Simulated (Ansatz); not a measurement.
`Cl[SiH2][ZnH]` and `[AlH2][SiH2][ZnH]` differ in one atom or group.

Ansatz, PBE0-D4/def2-TZVP geometries, multiplicity 1. 

Scalar relativity is left out up to krypton.

```tsv
property	`Cl[SiH2][ZnH]`
HOMO energy (ωB97M-V/def2-TZVPP) / eV	-9.38
size of the dipole moment (PBE/def2-TZVPP) / D	1.51
HOMO energy (PBE/def2-TZVPP) / eV	-6.30
HOMO–LUMO gap (PBE0/def2-TZVPP) / eV	5.85
LUMO energy (ωB97M-V/def2-TZVPP) / eV	0.05
LUMO energy (PBE/def2-TZVPP) / eV	-2.26
```

Task: What does the change do to each property? (An estimate is asked.)

Result: Ansatz gave: 
| property | `[AlH2][SiH2][ZnH]` | shift |
| --- | --- | --- |
| HOMO energy (ωB97M-V/def2-TZVPP) / eV | -8.84 | 0.54 |
| size of the dipole moment (PBE/def2-TZVPP) / D | 0.26 | -1.25 |
| HOMO energy (PBE/def2-TZVPP) / eV | -6.01 | 0.29 |
| HOMO–LUMO gap (PBE0/def2-TZVPP) / eV | 4.85 | -1.00 |
| LUMO energy (ωB97M-V/def2-TZVPP) / eV | -0.51 | -0.56 |
| LUMO energy (PBE/def2-TZVPP) / eV | -2.82 | -0.56 |

With PBE0 the HOMO rises by 0.42 eV and the LUMO falls by 0.59 eV, so the gap narrows by about 1.01 eV. PBE moves the HOMO by 0.29 eV and ωB97M-V by 0.54 eV. The zero-point energy changes by 29.4 kJ/mol with +6 modes. Dipoles are sizes alone; their direction can turn.
